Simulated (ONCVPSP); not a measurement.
**gold (Au) ONCV: all-electron and pseudo phase curves**

```json
{
 "Element": "Au",
 "Generator": "ONCVPSP 4.0.1",
 "Type": "optimised norm-conserving Vanderbilt (ONCV)",
 "Functional": "PBE",
 "Relativity": "non-relativistic",
 "Frozen core": "[Kr] 4d10 4f14",
 "Valence charge": "19",
 "Reference configuration": "5s2 5p6 5d10 (charge +1)",
 "Partial waves": "5s: rc 1.20 bohr, ncon 4, nbas 9, qcut 6 1/bohr, 2 projectors, debl 3.8 Ha; 5p: rc 1.45 bohr, ncon 3, nbas 6, qcut 11.1 1/bohr, 1 projector; 5d: rc 1.75 bohr, ncon 4, nbas 8, qcut 8 1/bohr, 2 projectors, debl 3.3 Ha",
 "Local potential": "polynomial inside 0.90 bohr (lpopt 2, dvloc0 3 Ha)",
 "Core correction": "none"
}
```

The phase is arctan(r·R′/R) of the radial function R(r), unwrapped; energies in Ha, scanned from -5 to 5 Ha. A pole is an energy at which the radial function vanishes at the test radius. The pseudo phase is shifted by a multiple of π to meet the all-electron one at the reference energy, and phase errors are pseudo minus all-electron; the curves can meet again beyond the range given. Levels narrower than the energy grid can be missing from the lists of poles.

```csv
channel,radius (bohr),reference energy (Ha),"poles, all-electron","poles, pseudo",unbroken range about the reference energy with phases within 0.05 rad,phase error 1 Ha above the reference energy (rad)
s,1.22,-3.39,-0.15,-0.15,the whole range,-0.000
p,1.47,-2.28,-0.91,-0.94,below 1.4,-0.002
d,1.78,-0.58,0.44,0.44,the whole range,-0.000
```

Phases in the d channel:

| E (Ha) | all-electron | pseudo |
| --- | --- | --- |
| -4.96 | 1.331 | 1.331 |
| -4.48 | 1.311 | 1.311 |
| -4.00 | 1.286 | 1.286 |
| -3.52 | 1.253 | 1.252 |
| -3.04 | 1.205 | 1.205 |
| -2.56 | 1.130 | 1.129 |
| -2.08 | 0.992 | 0.992 |
| -1.60 | 0.669 | 0.669 |
| -1.12 | -0.234 | -0.234 |
| -0.64 | -1.091 | -1.091 |
| -0.16 | -1.400 | -1.400 |
| 0.32 | -1.545 | -1.545 |
| 0.80 | -1.640 | -1.640 |
| 1.28 | -1.722 | -1.722 |
| 1.76 | -1.812 | -1.812 |
| 2.24 | -1.937 | -1.937 |
| 2.72 | -2.158 | -2.158 |
| 3.20 | -2.660 | -2.660 |
| 3.68 | -3.549 | -3.550 |
| 4.16 | -4.101 | -4.103 |
| 4.64 | -4.336 | -4.337 |
